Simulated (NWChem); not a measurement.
Species: GaO, doublet; SMILES [Ga]=[O]

```xyz
2

Ga     0.0000     0.0000    -0.3501
O      0.0000     0.0000     1.3568
```
Atoms are numbered in this order, from 1.

Program: NWChem. Spin-unrestricted. Structure relaxed at the PBE0/def2-SVP, spin-unrestricted level. No stability test was run on the SCF state.

For level PBE/def2-TZVP:

```yaml
highest occupied level (eV): -6.49
lowest empty minus highest occupied level, either spin (eV): 1.00
dipole (D): 3.54
```

Task: What are these values for level PW6B95/def2-TZVP?

Result: 
| Item | Value |
|---|---|
| highest occupied level (eV) | -8.07 |
| lowest empty minus highest occupied level, either spin (eV) | 3.76 |
| dipole (D) | 3.67 |
